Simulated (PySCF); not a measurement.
## BeH⁻ at CAM-B3LYP

Level: CAM-B3LYP. PySCF, spin-free X2C with a Gaussian nucleus, basis sets Be aug-cc-pVDZ-DK, H aug-cc-pVDZ-DK.

```
state                                                                                                             : ¹Σ⁺ (singlet), closed shell
bond length                                                                                                       : 1.426 Å
harmonic wavenumber                                                                                               : 1651 cm⁻¹
force constant                                                                                                    : 1.46 mdyn/Å
rotational constant Be                                                                                            : 9.150 cm⁻¹
anharmonicity ωexe                                                                                                : 47.3 cm⁻¹
vibration–rotation constant αe                                                                                    : 0.394 cm⁻¹
well depth De to Be + H⁻                                                                                          : 2.07 eV
dissociation energy D0                                                                                            : 1.96 eV
HOMO–LUMO gap                                                                                                     : 2.54 eV
bond order (Mayer)                                                                                                : 0.44
dipole moment (positive dipole points towards H; it is taken about the centre of mass and depends on that origin) : 4.34 D
```

For an ion De counts to the pair picked by the measured ionisation energies or electron affinities, which need not be the lowest pair at this level.
